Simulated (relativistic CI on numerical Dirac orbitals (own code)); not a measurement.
**Energy levels of Pm42+**

Method of calculation: Dirac-Coulomb-Breit CI, KLI orbitals optimised for each configuration, QED by a radiative potential, unscaled Slater integrals (own radial code, finite nucleus).

CI space (outside the closed core [Ne]): 3s²3p⁶3d, 3s²3p⁵3d², 3s3p⁶3d², 3s²3p⁶4s, 3s²3p⁶4p, 3s²3p⁶4d, 3s²3p⁵3d4s, 3s²3p⁶4f, 3s²3p⁵3d4p, 3p⁶3d³, 3p⁵3d⁴, 3p⁵3d³4s. Double excitations out of closed p, d and f shells are left out; levels of such configurations are missing from the list, as are those of other unlisted configurations, and high levels can miss mixing partners. These lack a partner that the ground configuration has and come out too high: 3s²3p⁵3d4p.

The lowest level is 3s²3p⁶3d ²D3/2, with 100 % of that term; Hund's rules for 3s²3p⁶3d give ²D with J = 3/2, in agreement.

| No. | Configuration | Term | J | E (cm⁻¹) | % | Next component (%) | Landé g |
| --- | --- | --- | --- | --- | --- | --- | --- |
| 1 | 3s²3p⁶3d | ²D | 3/2 | 0 | 100 |  | 0.791 |
| 2 | 3s²3p⁶3d | ²D | 5/2 | 247966 | 100 |  | 1.193 |
| 3 | 3p⁵3d²(3F) | ⁴D° | 1/2 | 1567629 | 88 | 11 ²P° | 0.091 |
| 4 | 3p⁵3d²(3F) | ⁴D° | 3/2 | 1571680 | 49 | 23 ⁴F° | 0.988 |
| 5 | 3p⁵3d²(3F) | ⁴F° | 5/2 | 1616018 | 37 | 21 ²D° | 1.020 |
| 6 | 3p⁵3d²(3F) | ⁴G° | 7/2 | 1640360 | 35 | 33 ²G° | 1.011 |
| 7 | 3p⁵3d²(3P) | ⁴P° | 3/2 | 1763127 | 32 | 23 ²P° | 1.360 |
| 8 | 3p⁵3d²(3F) | ⁴D° | 5/2 | 1788907 | 50 | 21 ²F° | 1.262 |
| 9 | 3p⁵3d²(3F) | ⁴G° | 9/2 | 1821814 | 72 | 16 ²G° | 1.173 |
| 10 | 3p⁵3d²(3P) | ⁴D° | 7/2 | 1832453 | 41 | 41 ⁴F° | 1.273 |
| 11 | 3p⁵3d²(3F) | ⁴D° | 3/2 | 1858450 | 40 | 36 ²D° | 1.063 |
| 12 | 3p⁵3d²(3P) | ⁴P° | 5/2 | 1872815 | 45 | 30 ²F° | 1.246 |
| 13 | 3p⁵3d²(1G) | ²H° | 11/2 | 1885364 | 51 | 49 ⁴G° | 1.172 |
| 14 | 3p⁵3d²(3F) | ²G° | 7/2 | 1898151 | 42 | 32 ²F° | 1.081 |
| 15 | 3p⁵3d²(3P) | ⁴P° | 1/2 | 1936959 | 35 | 27 ²P° | 1.642 |
| 16 | 3p⁵3d²(1D) | ²F° | 7/2 | 1963784 | 42 | 31 ⁴D° | 1.171 |
| 17 | 3p⁵3d²(3P) | ⁴D° | 5/2 | 1978073 | 44 | 40 ²D° | 1.233 |
| 18 | 3p⁵3d²(1G) | ²G° | 9/2 | 1992305 | 51 | 33 ⁴F° | 1.150 |
| 19 | 3p⁵3d²(3P) | ²D° | 3/2 | 1996261 | 31 | 29 ⁴S° | 1.365 |
| 20 | 3p⁵3d²(3F) | ⁴G° | 11/2 | 2085281 | 51 | 49 ²H° | 1.177 |
| 21 | 3p⁵3d²(3P) | ²D° | 3/2 | 2100626 | 39 | 30 ⁴F° | 0.854 |
| 22 | 3p⁵3d²(1D) | ²D° | 5/2 | 2119171 | 54 | 18 ⁴P° | 1.204 |
| 23 | 3p⁵3d²(1G) | ²G° | 9/2 | 2156046 | 52 | 31 ⁴F° | 1.138 |
| 24 | 3p⁵3d²(1G) | ²F° | 5/2 | 2161814 | 80 | 13 ⁴G° | 0.844 |
| 25 | 3p⁵3d²(1D) | ²F° | 7/2 | 2162930 | 52 | 37 ⁴D° | 1.222 |
| 26 | 3p⁵3d²(1D) | ²P° | 1/2 | 2180145 | 68 | 16 ⁴P° | 1.019 |
| 27 | 3p⁵3d²(3P) | ²P° | 1/2 | 2240209 | 53 | 25 ²S° | 0.841 |
| 28 | 3p⁵3d²(1G) | ²G° | 7/2 | 2316556 | 35 | 34 ²F° | 1.127 |
| 29 | 3p⁵3d²(1S) | ²P° | 3/2 | 2361529 | 53 | 27 ²D° | 1.263 |
| 30 | 3p⁵3d²(3F) | ²D° | 5/2 | 2403605 | 40 | 22 ⁴D° | 1.162 |

Energies count from the lowest computed level; ° marks odd parity. Percentages are summed over parent terms; the parents shown are those of the largest component, closed shells are left out there.

The mean weight of the leading LS term, summed over parents, in these 30 levels is 52 %, and that of the leading jj configuration (from the same eigenvectors) 90 %, so jj coupling describes them better and the LS labels are nominal.

At this charge energies of transitions that change n are usually good to better than 1 %, and those within a shell (Δn = 0) to a few per cent.

LS names give the leading component of a level, which can be under half, so a name can repeat, a term be missing and a line seem to break the LS rules.
